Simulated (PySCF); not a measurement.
C₅H₇F, SMILES C=C/C(C)=C\F.

Coordinates come from a PBE-D3(BJ)/def2-SVP optimisation. One conformer was computed; it need not be the lowest.

These are PBE-D3(BJ)/def2-SVP (PySCF) values and carry that method's errors.

Frequencies are harmonic and unscaled.

| mode | ν (cm⁻¹) | IR (km/mol) | moving atoms (share of kinetic energy) |
|---|---|---|---|
| 1 | 158 | 0.2 | C 54 %, H 39 % |
| 2 | 206 | 0.1 | H 91 % |
| 3 | 207 | 2.2 | C 45 %, F 39 %, H 16 % |
| 4 | 293 | 0.1 | C 48 %, H 35 %, F 17 % |
| 5 | 300 | 0.2 | C 63 %, H 30 % |
| 6 | 388 | 11.1 | H 58 %, C 40 % |
| 7 | 458 | 1.0 | C 50 %, H 28 %, F 23 % |
| 8 | 614 | 6.4 | C 62 %, F 19 %, H 19 % |
| 9 | 705 | 1.0 | C 51 %, H 48 % |
| 10 | 797 | 1.3 | C 73 %, H 26 % |
| 11 | 804 | 9.7 | H 71 %, C 28 % |
| 12 | 878 | 38.0 | H 72 %, C 28 % |
| 13 | 957 | 0.4 | H 71 %, C 28 % |
| 14 | 997 | 12.9 | H 85 %, C 15 % |
| 15 | 1013 | 0.3 | H 67 %, C 33 % |
| 16 | 1019 | 4.5 | H 62 %, C 36 % |
| 17 | 1154 | 157.3 | C 56 %, F 30 %, H 14 % |
| 18 | 1243 | 1.1 | H 60 %, C 38 % |
| 19 | 1269 | 10.3 | H 76 %, C 22 % |
| 20 | 1320 | 0.8 | H 71 %, C 29 % |
| 21 | 1354 | 5.6 | H 63 %, C 37 % |
| 22 | 1392 | 5.5 | H 70 %, C 30 % |
| 23 | 1397 | 8.6 | H 97 % |
| 24 | 1421 | 10.3 | H 88 %, C 12 % |
| 25 | 1630 | 5.8 | C 87 %, H 12 % |
| 26 | 1675 | 73.2 | C 92 % |
| 27 | 2965 | 18.3 | H 97 % |
| 28 | 3037 | 10.1 | H 91 %, C 9 % |
| 29 | 3072 | 10.4 | H 91 %, C 9 % |
| 30 | 3083 | 3.1 | H 95 % |
| 31 | 3106 | 3.6 | H 92 %, C 8 % |
| 32 | 3119 | 7.8 | H 91 %, C 9 % |
| 33 | 3180 | 7.4 | H 89 %, C 11 % |
